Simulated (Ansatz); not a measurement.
`O[Si](O)(Cl)[SiH](Cl)Cl` + `C[SiH2]Cl` → `O[Si](O)(Cl)C[SiH2]Cl` + dichlorosilane  (formal exchange of groups at the Si–Si bond)

Computed with Ansatz on PBE0-D4/def2-TZVP structures; ΔE is electronic, products minus reactants. CCSD(T)/CBS is the MP2 limit (def2-TZVPP, def2-QZVPP) plus CCSD(T) − MP2 in def2-TZVPP, frozen cores. DFT in def2-TZVPP. B3LYP here is the variant with VWN-RPA as its local correlation; programs differ in this. Each species was taken in one conformer, which may not be the lowest.

```json
{"level": "ωB97X-V", "ΔE (kcal/mol)": "-7.2"}
{"level": "r2SCAN", "ΔE (kcal/mol)": "-6.4"}
{"level": "PBE0", "ΔE (kcal/mol)": "-5.1"}
{"level": "B3LYP", "ΔE (kcal/mol)": "-5.1"}
{"level": "SCS-MP2/def2-TZVPP", "ΔE (kcal/mol)": "-8.9"}
{"level": "HF/def2-QZVPP", "ΔE (kcal/mol)": "-7.9"}
{"level": "HF/CBS(def2)", "ΔE (kcal/mol)": "-7.9"}
{"level": "MP2/CBS(def2)", "ΔE (kcal/mol)": "-9.0"}
```

**Question.** What does CCSD(T)/CBS give? (An estimate is asked.)

**Answer.** Ansatz gave: -7.9 kcal/mol. The listed levels differ from it by 0.7, 1.5, 2.8, 2.8, -1.0, 0.0, 0.0, -1.1 kcal/mol.

Largest T1 diagnostic among the species: 0.011.

The D4 term adds −0.7 kcal/mol with B3LYP and −0.4 kcal/mol with PBE0; it sums over pairs of atoms, weighted by their polarisabilities, and B3LYP, whose exchange is more repulsive, gets the larger term. From PBE to PBE0 (25 % exact exchange), in def2-TZVPP and without D4, ΔE moves by −1.7 kcal/mol.
